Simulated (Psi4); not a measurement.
Pair of molecules, SMILES C#C with SMILES [C-]#[O+] (the first has 4 atoms); geometry from B3LYP-D3(BJ)/def2-TZVP.
(charge 0, multiplicity 1):
```xyz
6

C     -0.1414     0.6014    -0.4977
C      0.3387    -0.2940     0.1353
H     -0.5667     1.3955    -1.0614
H      0.7613    -1.0850     0.7056
C      0.1063    -0.6880     3.5606
O     -0.4483     0.0429     4.2108
```

The numbers are results of SAPT0/jun-cc-pV(D+d)Z run with Psi4, not measurements.

Question: Give the four SAPT terms and the total, and say what mostly holds the pair together.

Answer: electrostatics -3.8, exchange 5.1, induction -0.7, dispersion -2.9, total -2.3 kJ/mol; the largest attraction is electrostatics.
